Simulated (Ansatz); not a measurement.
Calculated with Ansatz (gas phase, PBE0-D4/def2-TZVP geometries, no zero-point term in ΔE). CBS: MP2 limit from def2 TZ/QZ plus the TZ coupled-cluster correction, frozen cores. Functionals use def2-TZVPP. HSE06 is defined as in plane-wave codes. One conformer a species, not always the lowest.

Consider the redistribution: `F[Si](F)(S)Cl` + `OC[SiH2]F` → `F[Si](F)(F)S` + `OC[SiH2]Cl`.

(1) Is it downhill or uphill in electronic energy at CCSD(T)/CBS, and by how much? (Estimate.)

(2) What do these levels give: r2SCANh, HSE06, BHLYP, HF/def2-SVP, MP2/def2-QZVPP, HF/CBS(def2)? (An estimate is asked.)

Largest T1 diagnostic among the species: 0.012.

Answers

(1) Ansatz gave: Downhill: ΔE = -21.2 kJ/mol.

(2) The calculation gave: r2SCANh -21.1, HSE06 -20.7, BHLYP -20.4, HF/def2-SVP -19.6, MP2/def2-QZVPP -20.8, HF/CBS(def2) -23.0 kJ/mol.

Leaving LDA and LC-ωPBE aside and taking each functional with its dispersion term where it has one, the values, not all of them listed here, spread over 6.0 kJ/mol, from r2SCAN0-D4 to BLYP-D4. From BLYP to BHLYP (50 % exact exchange), in def2-TZVPP and without D4, ΔE moves by −3.8 kJ/mol.
